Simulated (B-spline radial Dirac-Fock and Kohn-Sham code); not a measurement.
**Two-hole binding energies of Ce⁺**

System: cerium as Ce⁺, configuration 1s2 2s2 2p6 3s2 3p6 3d10 4s2 4p6 4d10 4f1 5s2 5p6 5d2, inside a Watson sphere of charge -1 and radius 2 Å (a model of the Madelung potential; inside it an electron's potential energy is raised by 7.2 eV).

Calculated with a radial finite-basis atomic code, using Dirac-Fock ΔSCF + Breit + QED. U is the two-hole binding energy less the two single-hole energies, the effective repulsion of the holes after relaxation. Each two-hole energy is an average over J within one jj subconfiguration.

| holes | E(a) (eV) | E(b) (eV) | E(ab) (eV) | U (eV) |
| --- | --- | --- | --- | --- |
| 1s⁻¹ 2p1/2⁻¹ | 40447.8 | 6171.8 | 46900.3 | 280.6 |
| 1s⁻¹ 3p3/2⁻¹ | 40447.8 | 1194.6 | 41719.2 | 76.8 |
| 1s⁻¹ 3d5/2⁻¹ | 40447.8 | 891.3 | 41409.8 | 70.7 |
| 2s⁻² | 6561.8 | 6561.8 | 13282.7 | 159.0 |
| 2s⁻¹ 2p1/2⁻¹ | 6561.8 | 6171.8 | 12883.2 | 149.6 |
| 2p1/2⁻² | 6171.8 | 6171.8 | 12543.7 | 200.0 |
| 2p3/2⁻² | 5730.7 | 5730.7 | ? | ? |
| 2s⁻¹ 3p1/2⁻¹ | 6561.8 | 1283.0 | 7912.9 | 68.1 |
| 2p3/2⁻¹ 3s⁻¹ | 5730.7 | 1447.8 | 7243.8 | 65.2 |
| 2p1/2⁻¹ 3d5/2⁻¹ | 6171.8 | 891.3 | 7135.7 | 72.5 |
| 3p1/2⁻² | 1283.0 | 1283.0 | 2620.6 | 54.6 |
| 3p3/2⁻² | 1194.6 | 1194.6 | 2438.3 | 49.1 |
| 5p1/2⁻² | 26.96 | 26.96 | 65.43 | 11.5 |
| 5p1/2⁻¹ 5p3/2⁻¹ | 26.96 | 24.21 | 61.73 | 10.6 |

Question: Give the missing two-hole energy and U.

Answer: E(ab) = 11636.3 eV and U = 174.8 eV.
